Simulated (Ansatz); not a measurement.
Program: Ansatz. Geometries: PBE0-D4/def2-TZVP. ΔE: electronic, gas phase. CCSD(T)/CBS is the MP2 limit (def2-TZVPP, def2-QZVPP) plus CCSD(T) − MP2 in def2-TZVPP, frozen cores. This one scheme is used for every species. DFT in def2-TZVPP. B3LYP here is the variant with VWN-RPA as its local correlation; programs differ in this. Elements past krypton have def2 core potentials. For Sb outer-core shells are correlated without core-valence functions, which leaves a few kJ/mol of doubt a bond. One conformer a species, not always the lowest.

Reaction (substitution at a C–Sb bond): `[SiH3][CH](S)[SbH2]` + CH₃SH → `CSC([SiH3])S` + `[SbH3]`

Task: Is it downhill or uphill in electronic energy at CCSD(T)/CBS, and by how much? (Estimate.)

Result: Ansatz gave: Uphill: ΔE = +26.6 kJ/mol.

Task: What do these levels give: B3LYP-D4, B2PLYP, PBE, CCSD/def2-TZVPP, CCSD(T)/def2-TZVPP, CCSD/CBS(def2)? (Estimate.)

Result: Computed: B3LYP-D4 17.7, B2PLYP 21.0, PBE 14.8, CCSD/def2-TZVPP 24.1, CCSD(T)/def2-TZVPP 23.5, CCSD/CBS(def2) 27.2 kJ/mol.

Largest T1 diagnostic among the species: 0.014.
